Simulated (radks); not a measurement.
Values are calculated unless marked as measured or tabulated.
Effect of the nuclear size on the iodine ion I3+, [Kr] 4d10 5s2 5p2. Level of theory: Dirac Kohn-Sham, exchange-only LDA, spin-unpolarised, spherical densities, finite nucleus; open shells fill j = l - 1/2 first; Fermi nuclear charge, rms radius 4.75 fm (a radial shooting solver on a logarithmic mesh with Libxc functionals). The rms radius is varied about that value; shifts are against it.

| rms radius (fm) | total energy shift (eV) | density at nucleus (e/bohr^3) | 1s1/2 shift (meV) | 2s1/2 shift (meV) | 4s1/2 shift (meV) | 4p1/2 shift (meV) | 5s1/2 shift (meV) | 5p1/2 shift (meV) | 6s1/2 (empty) shift (meV) |
|---|---|---|---|---|---|---|---|---|---|
| 4.2702 | -1.13 | 2.526e+05 | -472 | -55.4 | -2.25 | 0.195 | -0.319 | 0.054 | -0.078 |
| 4.6027 | -0.357 | 2.494e+05 | -149 | -17.5 | -0.711 | 0.062 | -0.101 | 0.017 | -0.025 |
| 4.75 | 0 | 2.48e+05 | 0.000 | 0.000 | 0.000 | 0.000 | 0.000 | 0.000 | 0.000 |
| 5.206 | 1.17 | 2.441e+05 | 487 | 57.1 | 2.32 | -0.201 | 0.329 | -0.056 | 0.080 |
| 5.5005 | 1.96 | 2.418e+05 | 822 | 96.3 | 3.91 | -0.339 | 0.554 | -0.095 | 0.135 |

Slopes of the eigenvalues against <r^2> in GHz/fm^2, as finite differences over the two radii next to the reference (eigenvalue slopes, not the field-shift constants of lines): 1s1/2 26000, 2s1/2 3050, 4s1/2 124, 4p1/2 -10.7, 5s1/2 17.5, 5p1/2 -3.00, 6s1/2 (empty) 4.29.
